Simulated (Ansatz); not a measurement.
Relaxation of BBrH4O (7 atoms, charge 0, multiplicity 1), to a largest force component of 0.03 eV/Å in at most 50 steps.

These are results of Ansatz, RKS PBE/def2-SVP, not measurements.

```xyz
7
Properties=species:S:1:pos:R:3
B -0.080 -0.221 0.114
O -0.074 -0.435 1.486
H -0.973 -0.603 1.831
H 1.005 -0.044 -0.398
H -1.121 -0.284 -0.517
Br 0.154 2.925 0.870
H 0.338 1.718 1.753
```

Where does it end, and by what steps?

The forces met the threshold. The force dipped under the threshold on the way, but the program's further checks kept it going. After 24 steps the energy has fallen by 0.188 eV; H5 moved furthest, 1.40 Å.

```csv
step,energy less start (eV),largest force component (eV/Å),accepted
0,0.0000,1.032,yes
1,-0.0529,0.897,yes
2,-0.0658,0.959,yes
3,-0.0732,0.837,yes
4,-0.0924,0.353,yes
5,-0.1078,0.245,yes
6,-0.1136,0.276,yes
7,-0.1193,0.665,yes
8,-0.1339,0.353,yes
9,-0.1175,0.816,no
10,-0.1467,0.133,yes
11,-0.1536,0.107,yes
12,-0.1598,0.249,yes
13,-0.1648,0.203,yes
14,-0.1775,0.051,yes
15,-0.1848,0.039,yes
16,-0.1769,0.415,no
17,-0.1833,0.087,no
18,-0.1857,0.013,yes
19,-0.1870,0.085,yes
20,-0.1813,0.292,no
21,-0.1877,0.039,yes
22,-0.1882,0.038,yes
23,-0.1876,0.051,no
24,-0.1884,0.019,yes
```

```xyz
7
Properties=species:S:1:pos:R:3
B -0.119 -0.532 -0.043
O -0.433 0.211 1.056
H -1.129 -0.185 1.615
H 0.741 -0.080 -0.771
H -0.692 -1.589 -0.249
Br 0.667 3.278 1.956
H 0.214 1.951 1.577
```

The run took 87 s on 1 thread of Arm Neoverse N1, on a shared host, peak memory 0.14 GiB.
